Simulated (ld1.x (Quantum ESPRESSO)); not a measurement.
**Building the TM semilocal potential for lead (revPBE, scalar-relativistic).**

ld1.x (Quantum ESPRESSO) 7.5 input, shortened:

```
&input
   title='Pb', zed=82., rel=1, dft='REVPBE', iswitch=3,
   config='[Xe] 4f14 5d10 6s2 6p1'
 /
 &inputp
   pseudotype=1, tm=.true., lloc=1,
   nlcc=.true., new_core_ps=.true., rcore=0.50
 /
3
6S  1  0   2.00   0.00  2.00  2.00  0.0
5D  3  2  10.00   0.00  2.05  2.05  0.0
5P  2  1   6.00   0.00  0.95  0.95  0.0
 &test
   configts(1)='5p6 5d10 6s2 6p1'
 /
```

Occupied shells without a wave of their own: 6p. They enter only through the test configuration that unscreens the potential, and ld1.x also counts them in the model core charge.

* Cutoffs needed: 160 Ry and 260 Ry (the cutoffs (Ry, on a coarse ladder) from which the occupation-weighted sum of valence levels, in a spherical-Bessel basis at the reference potential, stays within 10 and 1 mRy of its value at 400 Ry)
* Ghost test: no extra level below or beside the all-electron valence levels (s, d, p tested); the semilocal form is local in each channel, so this says nothing of the separable form that plane-wave codes build from it (spherical-Bessel basis up to 400 Ry, 20 bohr box)
* Largest excitation error: -585 meV (all-electron minus pseudo) for 5p6 5d10 6s0 6p0, out of 7 test configurations

ld1.x takes every shell without a wave as core, so the model core holds the 6p electrons as well and exchange and correlation see them twice. This cancels in the reference configuration, but the file is broken for other ones, and its errors say nothing about a proper core correction.
